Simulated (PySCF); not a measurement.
PySCF input file for 1-[(1R,2R)-2-fluorocyclopropyl]ethanone (C5H7FO), SMILES CC(=O)[C@H]1C[C@H]1F, B3LYP-D3(BJ)/def2-SVP. The structure is a stationary point at B3LYP-D3(BJ)/def2-SVP. One conformer was computed; it need not be the lowest.

```python
import numpy as np
from pyscf import gto, scf, dft, df
from pyscf.hessian import thermo

mol = gto.M(
    atom='''
    C     2.33391946    0.17728429    0.34970285
    C     0.86194696   -0.04804991    0.61834108
    O     0.32508358    0.31750398    1.64033210
    C     0.09796065   -0.73380330   -0.48220492
    C    -1.34139193   -1.13078644   -0.19458714
    C    -1.07416910    0.01196174   -1.09449502
    F    -1.33735297    1.27378904   -0.66328969
    H     2.79106340    0.70843811    1.19420825
    H     2.84591201   -0.78708422    0.19352799
    H     2.46137150    0.76303388   -0.57587810
    H     0.69427862   -1.33268464   -1.17663656
    H    -1.73093392   -2.06291711   -0.61069871
    H    -1.66648291   -0.86892497    0.81662449
    H    -1.22929683   -0.08363268   -2.17473803
    ''',
    basis='def2-SVP',
    charge=0,
    spin=0,
    max_memory=1600,
    verbose=3,
)
mf = dft.RKS(mol, xc='b3lyp').density_fit(auxbasis='def2-universal-jkfit')
mf.disp = 'd3bj'
mf.grids.level = 3
mf.conv_tol = 1e-11
mf.max_cycle = 100
mf.kernel()

# [left out here: the lines that compute and print the analytic Hessian (its translational invariance restored by hand, since the grid's response is missing), thermochemistry and intensities]
```

Output:

```
[...]
Normal mode                   x     y     z       x     y     z       x     y     z
       0   C                -0.00  0.01 -0.00   -0.01 -0.02 -0.01    0.05  0.04  0.06
       1   C                 0.00 -0.02  0.00    0.03  0.04  0.00   -0.15 -0.07 -0.06
       2   O                 0.00  0.00 -0.01   -0.01 -0.00  0.01    0.04  0.00 -0.01
       3   C                 0.02  0.07 -0.04   -0.04  0.03  0.00   -0.03  0.01 -0.00
       4   C                 0.03 -0.03  0.02    0.03 -0.02 -0.11    0.02  0.01 -0.03
       5   C                -0.08 -0.02  0.01    0.01  0.05  0.13    0.01  0.01  0.07
       6   F                 0.00 -0.00  0.00    0.01 -0.04 -0.03    0.00 -0.01 -0.01
       7   H                 0.02 -0.02  0.01   -0.12  0.02  0.02    0.40  0.03 -0.12
       8   H                -0.03 -0.01  0.01    0.04  0.01  0.01   -0.02  0.03 -0.12
       9   H                 0.02 -0.02 -0.01   -0.03  0.03  0.02    0.03 -0.12 -0.05
      10   H                 0.03 -0.39  0.36   -0.35 -0.36  0.07    0.26  0.03  0.24
      11   H                -0.33  0.18 -0.12   -0.02 -0.10  0.13    0.11 -0.06  0.04
      12   H                 0.08 -0.05  0.04    0.18  0.25 -0.13   -0.05  0.19 -0.10
      13   H                 0.55  0.14 -0.09   -0.19  0.05  0.17   -0.05 -0.06  0.09
Mode                                21                  22                  23
Irrep
Freq [cm^-1]                     1241.1999           1357.5922           1382.9800
Reduced mass [au]                   1.6711              1.3003              1.2501
Force const [Dyne/A]                1.5168              1.4120              1.4087
Char temp [K]                    1785.8103           1953.2729           1989.8002
Normal mode                   x     y     z       x     y     z       x     y     z
       0   C                -0.01 -0.01 -0.00   -0.11 -0.02  0.03   -0.01 -0.01 -0.00
       1   C                 0.01  0.01  0.00   -0.00  0.00 -0.01    0.01  0.01  0.00
       2   O                -0.00 -0.00 -0.00    0.00 -0.00  0.00   -0.00 -0.00  0.00
       3   C                 0.05 -0.02 -0.01    0.06  0.03  0.04    0.01 -0.01 -0.02
       4   C                -0.03 -0.04  0.05   -0.01 -0.01 -0.00    0.02  0.01 -0.03
       5   C                -0.02  0.13  0.01    0.00 -0.01 -0.02   -0.02  0.12 -0.01
       6   F                 0.01 -0.07 -0.04   -0.00  0.00  0.00    0.01 -0.02  0.01
       7   H                -0.03 -0.01  0.01    0.31 -0.00 -0.21   -0.01  0.01 -0.01
       8   H                 0.00 -0.00  0.01    0.37  0.27 -0.19    0.01  0.01 -0.00
       9   H                -0.01  0.01  0.01    0.48 -0.13  0.03    0.01  0.01  0.01
      10   H                 0.28  0.06  0.10   -0.23 -0.07 -0.12    0.06 -0.05  0.04
      11   H                -0.06 -0.09  0.16   -0.13  0.01  0.05   -0.19 -0.12  0.43
      12   H                -0.17 -0.08  0.03    0.01 -0.10  0.03   -0.29 -0.33 -0.04
      13   H                -0.17  0.61 -0.02   -0.08  0.08 -0.02    0.14 -0.57  0.03
Mode                                24                  25                  26
Irrep
Freq [cm^-1]                     1395.5955           1432.4588           1446.9981
Reduced mass [au]                   1.8855              1.0591              1.0517
Force const [Dyne/A]                2.1637              1.2804              1.2974
Char temp [K]                    2007.9512           2060.9893           2081.9080
Normal mode                   x     y     z       x     y     z       x     y     z
       0   C                 0.08  0.02  0.01   -0.02 -0.02 -0.04   -0.01  0.05 -0.02
       1   C                -0.10 -0.04 -0.05   -0.02 -0.01  0.00   -0.01  0.02 -0.01
       2   O                 0.01  0.01  0.01    0.01 -0.00 -0.02    0.00 -0.00 -0.00
       3   C                 0.10  0.05  0.07    0.01  0.01  0.01   -0.00 -0.00  0.00
       4   C                 0.00 -0.00 -0.01    0.01  0.01 -0.01    0.01  0.01 -0.01
       5   C                 0.01 -0.02 -0.04    0.00 -0.01 -0.00    0.01 -0.01  0.01
       6   F                -0.00  0.01  0.00   -0.00  0.00 -0.00   -0.00  0.00 -0.00
       7   H                -0.12  0.06  0.09    0.38 -0.03 -0.24    0.15 -0.61  0.31
       8   H                -0.19 -0.11 -0.05    0.02 -0.09  0.59    0.33  0.17  0.28
       9   H                -0.19 -0.02 -0.06   -0.12  0.51  0.30   -0.31 -0.26 -0.25
      10   H                -0.37 -0.11 -0.18   -0.06 -0.02 -0.02   -0.02  0.00 -0.01
      11   H                -0.24  0.01  0.18   -0.04  0.00  0.04   -0.03 -0.00  0.05
      12   H                -0.04 -0.24  0.03   -0.01 -0.06  0.00   -0.02 -0.06 -0.00
      13   H                -0.14  0.15 -0.03   -0.02  0.04 -0.00   -0.01  0.04  0.00
Mode                                27                  28                  29
Irrep
Freq [cm^-1]                     1469.2897           1827.0951           3029.7345
Reduced mass [au]                   2.0892             10.9139              1.0376
Force const [Dyne/A]                2.6573             21.4661              5.6114
Char temp [K]                    2113.9807           2628.7830           4359.1134
Normal mode                   x     y     z       x     y     z       x     y     z
       0   C                -0.01 -0.00  0.00   -0.01  0.00  0.01   -0.05  0.00  0.02
       1   C                 0.02  0.00  0.03    0.10 -0.07 -0.19    0.00  0.00  0.00
       2   O                 0.00 -0.00 -0.01   -0.07  0.04  0.13    0.00 -0.00 -0.00
       3   C                -0.09 -0.00 -0.03   -0.01  0.01  0.01    0.00 -0.00 -0.00
       4   C                 0.07  0.10 -0.05    0.00  0.00 -0.00   -0.00  0.00 -0.00
       5   C                 0.03 -0.13  0.05    0.01 -0.01  0.00   -0.00  0.00  0.00
       6   F                -0.01  0.02 -0.00   -0.00  0.00  0.00    0.00 -0.00 -0.00
       7   H                -0.04  0.06 -0.02    0.07 -0.00 -0.04    0.16  0.20  0.32
       8   H                -0.03 -0.00 -0.07   -0.03 -0.02  0.03    0.29 -0.56 -0.08
       9   H                 0.07 -0.01  0.01   -0.04  0.02  0.02    0.06  0.33 -0.52
      10   H                 0.12  0.08  0.08    0.04  0.02  0.05   -0.01  0.01  0.01
      11   H                -0.11  0.01  0.31   -0.03  0.00  0.02   -0.00 -0.00 -0.00
      12   H                -0.19 -0.37 -0.02   -0.01 -0.02 -0.01    0.00 -0.00 -0.00
      13   H                -0.03  0.32  0.03   -0.02  0.01  0.00   -0.00 -0.00 -0.00
Mode                                30                  31                  32
Irrep
Freq [cm^-1]                     3104.0298           3127.6984           3152.3885
Reduced mass [au]                   1.1011              1.0543              1.0907
Force const [Dyne/A]                6.2505              6.0766              6.3862
Char temp [K]                    4466.0078           4500.0617           4535.5852
Normal mode                   x     y     z       x     y     z       x     y     z
       0   C                -0.02  0.08 -0.04    0.00  0.00  0.00    0.00  0.00  0.00
       1   C                -0.00  0.00 -0.00   -0.00 -0.00 -0.00    0.00  0.00  0.00
       2   O                -0.00  0.00 -0.00   -0.00  0.00  0.00   -0.00 -0.00  0.00
       3   C                 0.00 -0.00 -0.00   -0.00 -0.00 -0.00    0.02 -0.02 -0.02
       4   C                -0.00 -0.00  0.00    0.04  0.04 -0.03    0.00  0.00 -0.00
       5   C                 0.00  0.00  0.00   -0.00 -0.00 -0.00    0.01  0.01  0.07
       6   F                 0.00 -0.00 -0.00    0.00 -0.00  0.00   -0.00  0.00 -0.00
       7   H                -0.01  0.00 -0.02   -0.00 -0.00 -0.00   -0.02 -0.02 -0.03
       8   H                 0.31 -0.58 -0.10    0.00 -0.00 -0.00   -0.00  0.00  0.00
       9   H                -0.08 -0.35  0.57    0.00 -0.00  0.00    0.00  0.01 -0.01
      10   H                -0.01  0.01  0.02   -0.02  0.01  0.01   -0.23  0.23  0.28
      11   H                 0.00  0.00  0.00   -0.24 -0.58 -0.27   -0.00 -0.01 -0.00
      12   H                 0.00 -0.00 -0.00   -0.21  0.17  0.64   -0.02  0.02  0.04
      13   H                -0.00 -0.00 -0.00    0.01  0.00  0.06   -0.12 -0.07 -0.84
Mode                                33                  34                  35
Irrep
Freq [cm^-1]                     3161.5276           3163.4132           3233.8149
Reduced mass [au]                   1.1023              1.0953              1.1206
Force const [Dyne/A]                6.4918              6.4579              6.9046
Char temp [K]                    4548.7344           4551.4473           4652.7397
Normal mode                   x     y     z       x     y     z       x     y     z
       0   C                 0.02  0.04  0.07    0.01  0.02  0.04   -0.00  0.00  0.00
       1   C                -0.00  0.00  0.00   -0.00 -0.00 -0.00   -0.00 -0.00  0.00
       2   O                 0.00 -0.00 -0.00    0.00 -0.00 -0.00    0.00  0.00 -0.00
       3   C                 0.02 -0.02 -0.02   -0.04  0.04  0.04   -0.00  0.00  0.00
       4   C                -0.00  0.00  0.00    0.00 -0.00 -0.01    0.00  0.06  0.07
       5   C                -0.00 -0.00 -0.02    0.00  0.00  0.03    0.00 -0.00  0.00
       6   F                -0.00 -0.00  0.00    0.00 -0.00 -0.00   -0.00 -0.00  0.00
       7   H                -0.32 -0.37 -0.59   -0.16 -0.19 -0.31   -0.00 -0.00 -0.00
       8   H                 0.11 -0.20 -0.02    0.07 -0.13 -0.02    0.00 -0.00 -0.00
       9   H                 0.03  0.14 -0.21    0.01  0.07 -0.10   -0.00 -0.00  0.00
      10   H                -0.20  0.21  0.24    0.41 -0.42 -0.49    0.03 -0.02 -0.03
      11   H                -0.00 -0.00 -0.00    0.00  0.01  0.00   -0.24 -0.57 -0.26
      12   H                 0.01 -0.01 -0.03   -0.02  0.02  0.06    0.20 -0.15 -0.60
      13   H                 0.03  0.02  0.23   -0.05 -0.03 -0.35   -0.01 -0.00 -0.05
temperature 298.1500 [K]
pressure 101325.00 [Pa]
Rotational constants [GHz] 4.38037 1.95440 1.86643
Symmetry number 1
Zero-point energy (ZPE) 0.11070 [Eh]   290640.615 [J/mol]
                           tot       elec      trans        rot        vib
Entropy [J/mol/K]       351.691      0.000    166.440    114.641     70.610
Cv [J/mol/K]            106.514      0.000     12.472     12.472     81.571
Cp [J/mol/K]            114.828      0.000     20.786     12.472     81.571
Internal energy [J/mol]                      3718.434   3718.434 302162.381
Internal energy [Eh]   -369.39776  -369.51568
Enthalpy [J/mol]                             6197.391   3718.434 302162.381
Enthalpy [Eh]          -369.39682
Gibbs free energy [J/mol]                  -43426.784 -30461.920 281110.120
Gibbs free energy [Eh] -369.43675
mode   freq/cm-1   IR/(km/mol)
   1       61.43         1.894
   2      130.56         0.138
   3      150.53         0.389
   4      235.33         3.504
   5      367.36         1.126
   6      431.82         8.863
   7      449.09         4.388
   8      594.76         7.584
   9      650.36         1.435
  10      755.94         1.918
  11      789.41         8.367
  12      836.05        10.267
  13      949.72        37.366
  14      970.87        42.816
  15     1016.26         4.464
  16     1050.01        11.362
  17     1064.74        16.377
  18     1092.62        23.568
  19     1114.17         0.682
  20     1169.82        23.769
  21     1184.65        73.205
  22     1241.20        44.388
  23     1357.59        12.449
  24     1382.98        18.124
  25     1395.60       114.469
  26     1432.46        10.372
  27     1447.00        14.989
  28     1469.29        57.201
  29     1827.10       140.944
  30     3029.73         1.736
  31     3104.03         5.374
  32     3127.70         5.408
  33     3152.39        12.276
  34     3161.53         3.081
  35     3163.41        13.566
  36     3233.81         1.599
max |gradient| / (hartree/bohr): 7.741223664928183e-05
APT charges: [-0.1267  0.8505 -0.636  -0.3437 -0.0611  0.6634 -0.4752  0.0151  0.019
  0.0206  0.0067  0.0176  0.0739 -0.024 ]
```

The run converged.
